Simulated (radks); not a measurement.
Species: Ga IV. Configuration: [Ar] 3d10.

All-electron calculation, scalar-relativistic Kohn-Sham, PW91, spin-unpolarised, spherical densities, point nucleus. Program: a radial shooting solver on a logarithmic mesh with Libxc functionals.

Energy parts (eV):
part                       energy
total                  -52851.200
kinetic                 53750.400
electron-nucleus      -126412.807
Hartree                 21856.782
exchange-correlation    -2045.574

Orbitals (lengths in bohr, moments of r in powers of bohr; <r^-3> diverges for s and p1/2; r(90%) holds 90 % of the orbital's charge):
orbital	occ.	eigenvalue (eV)	<r>	<r^-3>	<r^2>	r(90%)
1s	2	-10266.16	0.04860	-	0.003178	0.0868
2s	2	-1296.062	0.2178	-	0.05597	0.337
2p	6	-1132.841	0.1907	891.4	0.04457	0.312
3s	2	-181.8132	0.6519	-	0.4907	0.976
3p	6	-132.5972	0.6786	117.8	0.5428	1.05
3d	10	-52.6128	0.7871	11.93	0.7943	1.34
4s	0	-36.7402	1.962	-	4.352	2.87
4p	0	-27.4164	2.277	10.16	5.870	3.34

The highest occupied level is 3d at -52.613 eV. Summed over all electrons, <r^2> = 12.57 bohr^2, which gives a Langevin (diamagnetic) susceptibility term of -9.95 x 10^-6 cm^3/mol.
